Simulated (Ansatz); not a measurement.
The same molecule with X = Si, Ge, Sn. Ansatz, PBE0-D4/def2-TZVP geometries, multiplicity 1. Each molecule was computed in one conformer, which needn't be the lowest.

Elements past krypton have def2 core potentials. Scalar relativity is left out up to krypton.

```
 X         molecule  mean X–N bond length / Å  mean X–O bond length / Å  LUMO energy (PBE0/def2-TZVPP) / eV  ideal-gas entropy at 298 K and 1 bar (rigid rotor, harmonic PBE0-D4/def2-TZVP) / J/(mol·K)  HOMO–LUMO gap (PBE0/def2-TZVPP) / eV
Ge  `[NH2][Ge][OH]`                     1.829                     1.793                               -1.06                                                                                         292                                  6.28
Sn  `[NH2][Sn][OH]`                     2.022                     1.984                               -1.52                                                                                         306                                  5.78
```

Q: Give the row for X = Si, `N[Si]O`. (Estimate.)

A: The calculation gave: 
```tsv
X	molecule	mean X–N bond length / Å	mean X–O bond length / Å	LUMO energy (PBE0/def2-TZVPP) / eV	ideal-gas entropy at 298 K and 1 bar (rigid rotor, harmonic PBE0-D4/def2-TZVP) / J/(mol·K)	HOMO–LUMO gap (PBE0/def2-TZVPP) / eV
Si	`N[Si]O`	1.716	1.656	-0.64	276	6.11
```

From Si to Sn the mean X–N bond length rises at each step, by 0.306 Å in all; the mean X–O bond length rises at each step, by 0.328 Å in all; the LUMO energy (PBE0/def2-TZVPP) falls at each step, by 0.88 eV in all; the ideal-gas entropy at 298 K and 1 bar (rigid rotor, harmonic PBE0-D4/def2-TZVP) rises at each step, by 30 J/(mol·K) in all; the HOMO–LUMO gap (PBE0/def2-TZVPP) isn't monotonic: highest at Ge, lowest at Sn. Bonds lengthen as the atom grows down the group.
